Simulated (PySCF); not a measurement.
An unknown shows these calculated signals:

1H NMR (300 MHz, computed): δ 9.97 (s, 1H), 7.04 (br s, 1H), 6.94 (br s, 1H), 6.72 (br s, 1H), 6.17 (br s, 1H), 4.99 (s, 2H), 4.57 (s, 3H).

13C{1H} NMR (computed): δ 200.5 (C), 197.0 (CH), 158.1 (C), 150.1 (C), 148.3 (C), 133.5 (CH2), 131.3 (CH2).

Computed data (PySCF 2.14): shieldings: GIAO PBE0/pcSseg-1, geometry: GFN2-xTB. Gas phase, single conformer, fast rotation and ring inversion assumed for equivalent nuclei, no relativistic terms.

Referencing at the same level of theory: 1H and 13C against TMS.

**Question.** Which of these does the molecule contain: an aldehyde, an ester, a Si–CH3 group, a non-aromatic C=C double bond, a Si–H bond, a three-membered ring?

**Answer.** 
- An aldehyde: yes (δC 197.0; δH 9.97 (s)).
- An ester: no.
- A Si–CH3 group: no.
- A non-aromatic C=C double bond: yes.
- A Si–H bond: yes (δH 4.99 (s)).
- A three-membered ring: no.

The data belong to SMILES C1(C=O)=C([SiH3])C(=C)C(=C)[SiH2]1, C7H10OSi2; they needn't prove each group on their own.

Carbon signals by region: 2 in the far downfield region (above 160 ppm), 5 in the sp2 and nitrile region (100–160 ppm). Above 160 ppm: 200.5, β carbon of a C=C–C=O unit, 197.0, aldehyde carbonyl carbon.

Shifts are as computed. Against solution values, carbons near 30 ppm lie about +3 ppm off and those near 130 ppm about +5 ppm. Of 1211 compounds with measured shifts, 218 miss one by over three times the rms of a fit or turn the order of signals round; such compounds aren't used in these exercises. Multiplicities follow the n + 1 count of equivalent neighbours, as no J values were calculated; m marks all less simple cases, F and P coupling included.
